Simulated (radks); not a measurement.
Results of a calculation; reference values are marked as such.
The nuclear charge of the zirconium ion Zr2+ is varied continuously with 38 electrons held in [Kr] 4d2. Level of theory: scalar-relativistic Kohn-Sham, PBE, spin-polarised, spherical densities, finite nucleus; open shells are filled with parallel spins first (spin-orbit coupling, left out, can overturn this in heavy ions); Fermi nuclear charge, rms radius 4.2694 fm (a radial shooting solver on a logarithmic mesh with Libxc functionals). By the Hellmann-Feynman theorem dE/dZ = E(electron-nucleus)/Z, the electronic potential at the nucleus (averaged over a nucleus of fixed radius). The scalar-relativistic energy here is not variational (the density holds large components alone), so the two differ by a part that grows with Z.

Z,E (hartree),E(electron-nucleus)/Z (hartree),HOMO,e(HOMO) (eV),<r> HOMO (bohr)
39.5,-3490.42859,-212.457,4d,-12.260,2.218
39.6,-3511.75345,-213.180,4d,-13.335,2.168
39.7,-3533.15098,-213.903,4d,-14.441,2.121
39.8,-3554.62114,-214.625,4d,-15.577,2.077
39.9,-3576.16394,-215.347,4d,-16.743,2.037
40,-3597.77935,-216.069,4d,-17.937,1.998
40.1,-3619.46739,-216.791,4d,-19.160,1.962
40.2,-3641.22804,-217.514,4d,-20.410,1.928
40.3,-3663.06130,-218.236,4d,-21.687,1.896
40.4,-3684.96719,-218.958,4d,-22.991,1.865
40.5,-3706.94569,-219.680,4d,-24.320,1.836
40.6,-3728.99683,-220.402,4d,-25.675,1.808
40.7,-3751.12059,-221.124,4d,-27.055,1.781
40.8,-3773.31700,-221.846,4d,-28.460,1.756
40.9,-3795.58606,-222.568,4d,-29.889,1.731
41,-3817.92777,-223.291,4d,-31.342,1.708

The central difference of E at Z = 40 is -216.517 hartree, to compare with the third column; the second derivative is -7.26 hartree.
